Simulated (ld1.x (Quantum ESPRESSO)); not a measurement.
u(r) = r·R(r): atom against pseudo-atom (Ag (Z = 47))

Columns: radius, all-electron u(r) and pseudo u(r) of the 4d shell (level -28.89 eV) of silver in the configuration [Ar] 3d10 4s2 4p6 4d9 5s0 5p0; PBE, scalar-relativistic, TM scheme, ld1.x (Quantum ESPRESSO) 7.5.

```tsv
r (bohr)	all-electron	pseudo
0.078	0.1463	-0.0024
0.155	0.3974	-0.0182
0.232	0.4699	-0.0579
0.310	0.3553	-0.1284
0.388	0.1357	-0.2286
0.465	-0.1112	-0.3503
0.542	-0.3437	-0.4832
0.620	-0.5427	-0.6158
0.698	-0.6977	-0.7338
0.775	-0.8078	-0.8269
0.852	-0.8798	-0.8923
0.930	-0.9203	-0.9303
1.008	-0.9350	-0.9433
1.085	-0.9304	-0.9365
1.162	-0.9119	-0.9157
1.240	-0.8830	-0.8848
1.318	-0.8473	-0.8479
1.395	-0.8077	-0.8079
1.472	-0.7658	-0.7658
1.550	-0.7222	-0.7222
1.628	-0.6785	-0.6785
1.705	-0.6359	-0.6359
1.782	-0.5945	-0.5945
1.860	-0.5541	-0.5541
1.938	-0.5154	-0.5154
2.015	-0.4790	-0.4790
```

(1) How many radial nodes do the two functions have?

(2) At about which radius was the pseudo-wave matched?

(3) Is the pseudo-wave norm-conserving?

Results:

(1) The all-electron 4d function has n − l − 1 = 1; the pseudo-wave has 0, since the states of the same l below it are removed with the core.

(2) 1.55 bohr. The columns agree to 0.0005 from 1.40 bohr on; several derivatives are matched, so the curves merge somewhat inside the radius.

(3) Yes: the TM scheme keeps the norm inside the radius equal to the all-electron one, which fixes the energy derivative of the logarithmic derivative at the level.
